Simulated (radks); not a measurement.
The numbers below are computed, except where a source is named.
The mean radii <r> (bohr) of the occupied orbitals of an atom or ion are listed with their occupations. Code: a radial shooting solver on a logarithmic mesh with Libxc functionals. Model: Dirac Kohn-Sham, exchange-only B88, spin-unpolarised, spherical densities, point nucleus.

orbital  occ.      <r>
1s1/2       2  0.03706
2s1/2       2   0.1623
2p1/2       2   0.1386
2p3/2       4   0.1430
3s1/2       2   0.4584
3p1/2       2   0.4550
3p3/2       4   0.4655
3d3/2       4   0.4504
3d5/2       6   0.4539
4s1/2       2    1.203
4p1/2       2    1.325
4p3/2       4    1.353
4d3/2       1    1.850

Name the element and its charge. Open shells, if any, fill j = l - 1/2 first.

Answer. Z = 40, zirconium, charge +3: Zr3+ in [Kr] 4d1. The 1s radius gives Z: for a bare nucleus <r> = (2 gamma + 1)/(2Z) with gamma = sqrt(1 - (Z/c)^2), 0.03641 bohr for Z = 40, and screening makes it slightly larger (0.03706 here). The occupations add up to 37, and the charge is Z minus that.
